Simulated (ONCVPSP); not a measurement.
**u(r) = r·R(r): atom against pseudo-atom (boron (B))**

Columns: radius, all-electron u(r) and pseudo u(r) of the 2p shell (level -3.56 eV) of boron in the configuration [He] 2s2 2p1; PBEsol, scalar-relativistic, ONCV scheme, ONCVPSP 4.0.1.

```json
{"r (bohr)": "0.135", "all-electron": "0.0454", "pseudo": "0.0152"}
{"r (bohr)": "0.270", "all-electron": "0.1360", "pseudo": "0.0590"}
{"r (bohr)": "0.405", "all-electron": "0.2351", "pseudo": "0.1267"}
{"r (bohr)": "0.540", "all-electron": "0.3273", "pseudo": "0.2113"}
{"r (bohr)": "0.675", "all-electron": "0.4071", "pseudo": "0.3048"}
{"r (bohr)": "0.810", "all-electron": "0.4734", "pseudo": "0.3987"}
{"r (bohr)": "0.945", "all-electron": "0.5270", "pseudo": "0.4854"}
{"r (bohr)": "1.080", "all-electron": "0.5678", "pseudo": "0.5583"}
{"r (bohr)": "1.215", "all-electron": "0.5965", "pseudo": "0.6135"}
{"r (bohr)": "1.350", "all-electron": "0.6148", "pseudo": "0.6496"}
{"r (bohr)": "1.485", "all-electron": "0.6241", "pseudo": "0.6677"}
{"r (bohr)": "1.620", "all-electron": "0.6258", "pseudo": "0.6703"}
{"r (bohr)": "1.755", "all-electron": "0.6214", "pseudo": "0.6607"}
{"r (bohr)": "1.890", "all-electron": "0.6120", "pseudo": "0.6422"}
{"r (bohr)": "2.025", "all-electron": "0.5987", "pseudo": "0.6185"}
{"r (bohr)": "2.160", "all-electron": "0.5823", "pseudo": "0.5928"}
{"r (bohr)": "2.295", "all-electron": "0.5637", "pseudo": "0.5678"}
{"r (bohr)": "2.430", "all-electron": "0.5434", "pseudo": "0.5444"}
{"r (bohr)": "2.565", "all-electron": "0.5219", "pseudo": "0.5220"}
{"r (bohr)": "2.700", "all-electron": "0.4998", "pseudo": "0.4998"}
{"r (bohr)": "2.835", "all-electron": "0.4773", "pseudo": "0.4773"}
{"r (bohr)": "2.970", "all-electron": "0.4547", "pseudo": "0.4547"}
{"r (bohr)": "3.105", "all-electron": "0.4323", "pseudo": "0.4323"}
{"r (bohr)": "3.240", "all-electron": "0.4103", "pseudo": "0.4103"}
{"r (bohr)": "3.375", "all-electron": "0.3887", "pseudo": "0.3887"}
{"r (bohr)": "3.510", "all-electron": "0.3679", "pseudo": "0.3678"}
```

(1) How many radial nodes do the two functions have?

(2) At about which radius was the pseudo-wave matched?

(3) Where does each function peak?

(4) Is the pseudo-wave norm-conserving?

Answers

(1) The all-electron 2p function has n − l − 1 = 0; the pseudo-wave has 0.

(2) 2.70 bohr. The columns agree to 0.0005 from 2.56 bohr on; several derivatives are matched, so the curves merge somewhat inside the radius.

(3) Outermost all-electron maximum near 1.62 bohr, pseudo maximum near 1.62 bohr (to the table’s step).

(4) Yes: the ONCV scheme keeps the norm inside the radius equal to the all-electron one, which fixes the energy derivative of the logarithmic derivative at the level.
